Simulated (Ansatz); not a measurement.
Computed with Ansatz on PBE0-D4/def2-TZVP structures; ΔE is electronic, products minus reactants. CCSD(T)/CBS is the MP2 limit (def2-TZVPP, def2-QZVPP) plus CCSD(T) − MP2 in def2-TZVPP, frozen cores. DFT in def2-TZVPP. B3LYP here is the variant with VWN-RPA as its local correlation; programs differ in this. Each species was taken in one conformer, which may not be the lowest.

Reaction (substitution at a C–C bond): `CCC#CCCCCC` + silanol → `CCCO[SiH3]` + `CCC#CCC`

Is it downhill or uphill in electronic energy at CCSD(T)/CBS, and by how much? (An estimate is asked.)

Ansatz gave: Uphill: ΔE = +45.5 kJ/mol.

What do these levels give: PBE-D4, r2SCAN-D4, PBE0-D4, ωB97M-V, B2PLYP, B3LYP, SCS-MP2/def2-TZVPP, CCSD(T)/def2-TZVPP, HF/def2-QZVPP, MP2/def2-QZVPP, SCS-MP2/def2-QZVPP, HF/CBS(def2)? (Best estimate.)

Ansatz gave: PBE-D4 38.5, r2SCAN-D4 38.7, PBE0-D4 40.9, ωB97M-V 40.8, B2PLYP 36.1, B3LYP 29.6, SCS-MP2/def2-TZVPP 43.6, CCSD(T)/def2-TZVPP 43.3, HF/def2-QZVPP 26.5, MP2/def2-QZVPP 51.1, SCS-MP2/def2-QZVPP 44.8, HF/CBS(def2) 26.4 kJ/mol.

Largest T1 diagnostic among the species: 0.011.

The D4 term adds +4.4 kJ/mol with B3LYP and +2.9 kJ/mol with PBE0; it sums over pairs of atoms, weighted by their polarisabilities, and B3LYP, whose exchange is more repulsive, gets the larger term. In def2-TZVPP, CCSD(T) changes the Hartree–Fock value by +16.6 kJ/mol (the triples alone add +1.5 kJ/mol) and MP2 by +23.3 kJ/mol.
